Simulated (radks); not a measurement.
Values are calculated unless marked as measured or tabulated.
Task: Radial electron density D(r) = 4 pi r^2 rho(r) of an atom or ion with 22 electrons. Level of theory: scalar-relativistic Kohn-Sham, r2SCAN, spin-unpolarised, spherical densities, finite nucleus; meta-GGA in the generalised Kohn-Sham scheme; Fermi nuclear charge, rms radius of each element as measured or else 0.836 A^(1/3) + 0.57 fm (a radial shooting solver on a logarithmic mesh with Libxc functionals).

r (bohr),D(r) (e/bohr)
0.01058,6.596
0.01389,9.760
0.01838,13.94
0.02432,18.70
0.03218,23.15
0.04258,25.87
0.05589,25.69
0.07395,22.81
0.09784,19.84
0.1295,20.42
0.1713,24.97
0.2266,28.10
0.2975,24.02
0.3936,14.40
0.5208,8.201
0.6891,8.971
0.9118,10.26
1.206,7.468
1.583,3.607
2.095,1.537
2.772,0.9965
3.668,0.6812
4.853,0.3047
6.421,0.07343
8.428,0.008795
11.15,0.0004005

What is the nuclear charge?

Result: Z = 22. The innermost maximum, from 1s, lies near gamma/Z bohr with gamma = sqrt(1 - (Z/c)^2) = 0.987, here 0.0449 bohr (found: 0.0480), and its height grows with Z. The density is that of neutral titanium in [Ar] 3d2 4s2; the configuration itself is not fixed sharply by these data, and Z only to about a unit. D(r) has 3 maxima, at r = 0.0480, 0.227, 0.876 bohr, and minima at 0.109, 0.569 bohr, inside which lie 2.15, 10.43 electrons.
